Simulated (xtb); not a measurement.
C₂₅H₂₈, SMILES CC(CC(CC(C)c1ccccc1)c1ccccc1)c1ccccc1. All values are semi-empirical tight-binding results from xtb (GFN2-xTB unless named), good for trends rather than for accurate numbers. Geometry: GFN2-xTB. Other conformers were not sampled.

Optimised geometry:

Bonded distances (Å): C1–C2 1.529, C1–H26 1.088, C1–H27 1.086, C1–H28 1.087, C2–C3 1.510, C2–C9 1.538, C2–H29 1.096, C3–C4 1.390, C3–C8 1.389, C4–C5 1.383, C4–H30 1.080, C5–C6 1.385, C5–H31 1.081, C6–C7 1.383, C6–H32 1.080, C7–C8 1.384, C7–H33 1.080, C8–H34 1.081, C9–C10 1.537, C9–H35 1.091, C9–H36 1.092, C10–C11 1.508, C10–C17 1.545, C10–H37 1.095, C11–C12 1.389, C11–C16 1.390, C12–C13 1.384, C12–H38 1.082, C13–C14 1.384, C13–H39 1.080, C14–C15 1.385, C14–H40 1.080, C15–C16 1.383, C15–H41 1.081, C16–H42 1.080, C17–C18 1.537, C17–H43 1.093, C17–H44 1.091, C18–C19 1.530, C18–C20 1.510, C18–H45 1.096, C19–H46 1.087, C19–H47 1.087, C19–H48 1.088, C20–C21 1.390, C20–C25 1.389, C21–C22 1.383, C21–H49 1.080, C22–C23 1.384, C22–H50 1.081, C23–C24 1.384, C23–H51 1.080, C24–C25 1.384, C24–H52 1.080, C25–H53 1.081. Bond angles (°): C2–C1–H26 109.9, C2–C1–H27 110.8, C2–C1–H28 111.0, H26–C1–H27 108.6, H26–C1–H28 108.3, H27–C1–H28 108.2, C1–C2–C3 110.4, C1–C2–C9 113.0, C1–C2–H29 108.1, C3–C2–C9 109.2, C3–C2–H29 107.9, C9–C2–H29 108.2, C2–C3–C4 121.0, C2–C3–C8 120.6, C4–C3–C8 118.4, C3–C4–C5 120.8, C3–C4–H30 119.8, C5–C4–H30 119.3, C4–C5–C6 120.2, C4–C5–H31 119.8, C6–C5–H31 120.0, C5–C6–C7 119.5, C5–C6–H32 120.2, C7–C6–H32 120.3, C6–C7–C8 120.1, C6–C7–H33 120.1, C8–C7–H33 119.8, C3–C8–C7 121.0, C3–C8–H34 119.5, C7–C8–H34 119.5, C2–C9–C10 114.3, C2–C9–H35 109.3, C2–C9–H36 107.5, C10–C9–H35 109.5, C10–C9–H36 108.4, H35–C9–H36 107.5, C9–C10–C11 112.0, C9–C10–C17 111.0, C9–C10–H37 108.2, C11–C10–C17 109.5, C11–C10–H37 107.8, C17–C10–H37 108.2, C10–C11–C12 120.7, C10–C11–C16 120.9, C12–C11–C16 118.4, C11–C12–C13 120.9, C11–C12–H38 119.5, C13–C12–H38 119.6, C12–C13–C14 120.1, C12–C13–H39 119.8, C14–C13–H39 120.1, C13–C14–C15 119.5, C13–C14–H40 120.2, C15–C14–H40 120.2, C14–C15–C16 120.2, C14–C15–H41 120.0, C16–C15–H41 119.8, C11–C16–C15 120.8, C11–C16–H42 119.7, C15–C16–H42 119.5, C10–C17–C18 113.7, C10–C17–H43 109.0, C10–C17–H44 109.7, C18–C17–H43 107.3, C18–C17–H44 109.6, H43–C17–H44 107.2, C17–C18–C19 113.1, C17–C18–C20 109.5, C17–C18–H45 107.7, C19–C18–C20 110.4, C19–C18–H45 108.0, C20–C18–H45 107.9, C18–C19–H46 111.1, C18–C19–H47 110.9, C18–C19–H48 109.8, H46–C19–H47 108.6, H46–C19–H48 108.2, H47–C19–H48 108.3, C18–C20–C21 121.1, C18–C20–C25 120.5, C21–C20–C25 118.4, C20–C21–C22 120.8, C20–C21–H49 119.9, C22–C21–H49 119.2, C21–C22–C23 120.2, C21–C22–H50 119.8, C23–C22–H50 120.0, C22–C23–C24 119.5, C22–C23–H51 120.2, C24–C23–H51 120.3, C23–C24–C25 120.1, C23–C24–H52 120.1, C25–C24–H52 119.9, C20–C25–C24 121.0, C20–C25–H53 119.5, C24–C25–H53 119.6.

The orbital gap is 4.51 eV. The dipole moment is 0.08 D, the zero-point energy comes out as 282.7 kcal/mol and the G − E(el) at 298.15 K (modified RRHO) is 249.7 kcal/mol. The static polarisability (D4 model) is 274.6 bohr³, the solvation energy, GFN2-xTB/ALPB(water) is -2.4 kcal/mol and the solvation energy, GFN2-xTB/ALPB(benzene) is -19.2 kcal/mol.

Computed IR lines (harmonic; lines under 4 % of the strongest left out, lines within 3 cm⁻¹ merged):
ν (cm⁻¹): 756 (w), 759 (w), 763 (w), 1606 (w), 2919 (w), 2929 (m), 2962 (w), 2981 (w), 2988 (w), 2997 (w), 3027 (m), 3037 (w), 3040 (w), 3043 (w), 3057 (w), 3062 (m), 3076 (m), 3082 (vs), 3090 (s) (against the strongest line: vs over 80 %, s over 45 %, m over 15 %, w over 4 %, vw less)

Question: Give the atomic charges and the Wiberg bond orders between heavy atoms. (Estimate from the structure and the level; the computed values follow.)

Answer: charges (e) C1 -0.10, C2 -0.02, C3 0.01, C4 -0.04, C5 -0.03, C6 -0.03, C7 -0.03, C8 -0.04, C9 -0.06, C10 -0.02, C11 0.01, C12 -0.04, C13 -0.03, C14 -0.03, C15 -0.03, C16 -0.04, C17 -0.06, C18 -0.02, C19 -0.10, C20 0.01, C21 -0.04, C22 -0.03, C23 -0.03, C24 -0.03, C25 -0.04, H26 0.03, H27 0.04, H28 0.03, H29 0.03, H30 0.03, H31 0.03, H32 0.03, H33 0.03, H34 0.03, H35 0.04, H36 0.04, H37 0.04, H38 0.02, H39 0.03, H40 0.03, H41 0.03, H42 0.03, H43 0.03, H44 0.04, H45 0.03, H46 0.03, H47 0.04, H48 0.03, H49 0.03, H50 0.03, H51 0.03, H52 0.03, H53 0.03. Bond orders C1–C2 1.00, C2–C3 1.00, C3–C4 1.41, C4–C5 1.45, C5–C6 1.43, C6–C7 1.44, C3–C8 1.42, C7–C8 1.44, C2–C9 0.98, C9–C10 0.99, C10–C11 1.00, C11–C12 1.41, C12–C13 1.44, C13–C14 1.44, C14–C15 1.43, C11–C16 1.41, C15–C16 1.45, C10–C17 0.98, C17–C18 0.98, C18–C19 1.00, C18–C20 1.00, C20–C21 1.41, C21–C22 1.45, C22–C23 1.44, C23–C24 1.44, C20–C25 1.42, C24–C25 1.44.
